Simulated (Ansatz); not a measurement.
The cluster Al9⁺. Total charge 1; singlet. Geometry PBE-D4/def2-SVP.

```xyz
9

Al    0.665    0.925    2.363
Al   -1.565   -2.348    0.365
Al   -2.700   -0.054   -0.438
Al   -0.170    0.361   -0.071
Al    0.792    2.871    0.670
Al    0.754    2.273   -1.855
Al    1.136   -0.229   -2.318
Al    0.302   -1.594    1.980
Al    0.787   -2.205   -0.695
```

The restricted singlet is unstable towards broken spin symmetry in Hartree–Fock (as tested in another run); at PBE-D4/def2-TZVP, r2SCAN-D4/def2-TZVP, PBE0-D4/def2-TZVP, BHLYP-D4/def2-TZVP this wasn't settled. Another isomer (singlet) lies 0.85 eV lower at PBE0-D4/def2-TZVP; other spin states weren't run for this one.

(1) Estimate the orbital energies around the gap (eV) in Ansatz with PBE-D4/def2-TZVP, r2SCAN-D4/def2-TZVP, PBE0-D4/def2-TZVP, BHLYP-D4/def2-TZVP.

## Answers

(1) 
| orbital | PBE-D4/def2-TZVP | r2SCAN-D4/def2-TZVP | PBE0-D4/def2-TZVP | BHLYP-D4/def2-TZVP |
| --- | --- | --- | --- | --- |
| HOMO−9 | -12.65 | -12.98 | -13.85 | -14.80 |
| HOMO−8 | -11.64 | -11.89 | -12.72 | -13.58 |
| HOMO−7 | -11.20 | -11.43 | -12.22 | -13.03 |
| HOMO−6 | -10.37 | -10.55 | -11.22 | -11.88 |
| HOMO−5 | -9.61 | -9.73 | -10.31 | -10.82 |
| HOMO−4 | -8.89 | -8.98 | -9.43 | -9.76 |
| HOMO−3 | -8.74 | -8.89 | -9.33 | -9.66 |
| HOMO−2 | -8.56 | -8.72 | -9.11 | -9.33 |
| HOMO−1 | -8.30 | -8.43 | -8.87 | -9.19 |
| HOMO | -8.25 | -8.39 | -8.84 | -9.16 |
| LUMO | -7.37 | -7.37 | -6.83 | -6.06 |
| LUMO+1 | -7.06 | -7.08 | -6.52 | -5.69 |
| LUMO+2 | -6.88 | -6.88 | -6.32 | -5.53 |
| LUMO+3 | -6.70 | -6.68 | -6.16 | -5.37 |
| LUMO+4 | -6.40 | -6.33 | -5.82 | -5.01 |
| LUMO+5 | -6.18 | -6.13 | -5.62 | -4.84 |
